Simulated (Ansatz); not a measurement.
C$_{2}$H$_{5}$BClF, SMILES `CCB(F)Cl`. Charge 0, multiplicity 1. The structure was optimised at the PBE0-D4/def2-TZVP level. It is one conformer, not always the lowest.

```xyz
10

C    -0.189   -0.092   -1.242
C    -0.317   -0.390    0.247
B     0.543    0.504    1.187
F     1.328    1.457    0.721
Cl    0.520    0.295    2.935
H    -0.482    0.936   -1.469
H     0.840   -0.217   -1.586
H    -0.821   -0.756   -1.835
H    -1.360   -0.303    0.578
H    -0.061   -1.435    0.463
```

What is the dipole moment at PBE/def2-TZVPP? (Estimate.)

The calculation gave: 1.58 D, with components (-0.83, -0.84, -1.05) D in this frame, pointing from negative to positive charge.

And with r2SCAN, B3LYP, ωB97M-V? (An estimate is asked.)

Computed: r2SCAN 1.66 D, B3LYP 1.64 D, ωB97M-V 1.63 D.

Give the Mulliken charges with PBE, r2SCAN, B3LYP in def2-TZVPP. (Estimate.)

The calculation gave: 
```tsv
atom	PBE	r2SCAN	B3LYP
C1	-0.24	-0.12	-0.23
C2	-0.22	-0.13	-0.20
B3	0.33	0.40	0.37
F4	-0.18	-0.24	-0.22
Cl5	-0.15	-0.16	-0.16
H6	0.09	0.05	0.08
H7	0.09	0.05	0.08
H8	0.09	0.05	0.09
H9	0.10	0.06	0.09
H10	0.10	0.06	0.09
```

B3LYP here is the variant with VWN-RPA as its local correlation; programs differ in this.
